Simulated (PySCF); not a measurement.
Species: C5H7AlFN.
SMILES: `Fc1cc[n+]([AlH3-])cc1`

The closed-shell SCF was solved with PySCF and density fitting under several settings on one GFN2-xTB geometry (grid level 2 and gas phase unless stated).

```
      settings  basis functions  SCF cycles     E (Eh)  HOMO (eV)  LUMO (eV)  dipole (D)
 PBE0/pcSseg-1              178          14  -591.2070      -7.25      -2.05        5.45
PBE0/def2-SVPD              223          14  -590.9414      -7.24      -2.08        5.29
```

Question: Estimate the row for these settings: BHandHLYP/6-311G**, IEF-PCM water, damping 0.2 at the start, DIIS from the seventh cycle.

Answer: 
| settings | basis functions | SCF cycles | E (Eh) | HOMO (eV) | LUMO (eV) | dipole (D) |
| --- | --- | --- | --- | --- | --- | --- |
| BHandHLYP/6-311G**, IEF-PCM water, damping 0.2 at the start, DIIS from the seventh cycle | 194 | 12 | -591.6790 | -8.94 | -0.37 | 6.48 |

Question: Over all rows, what range does the HOMO–LUMO gap span?

Answer: From 5.16 eV (PBE0/def2-SVPD) to 8.57 eV (BHandHLYP/6-311G**, IEF-PCM water, damping 0.2 at the start, DIIS from the seventh cycle). The functional of the narrowest has 25 % exact exchange, that of the widest 50 % exact exchange.

Question: And the dipole moment?

Answer: From 5.29 D (PBE0/def2-SVPD) to 6.48 D (BHandHLYP/6-311G**, IEF-PCM water, damping 0.2 at the start, DIIS from the seventh cycle); the largest is 1.22 times the smallest, and the median is 5.45 D.

Question: Compare two rows with the functional PBE0: PBE0/pcSseg-1 and PBE0/def2-SVPD. Which energy is lower, and by how much?

Answer: PBE0/pcSseg-1 (178 functions) lies 0.2656 Eh or 167 kcal/mol below PBE0/def2-SVPD (223 functions). The smaller set gives the lower energy; the two sets aren't nested, so the variational bound doesn't order them by size.

Cycle counts include a coarse-grid stage where the run had one. All basis functions are spherical, in the Pople sets too. Geometry: GFN2-xTB; no vibrations or thermal averaging.
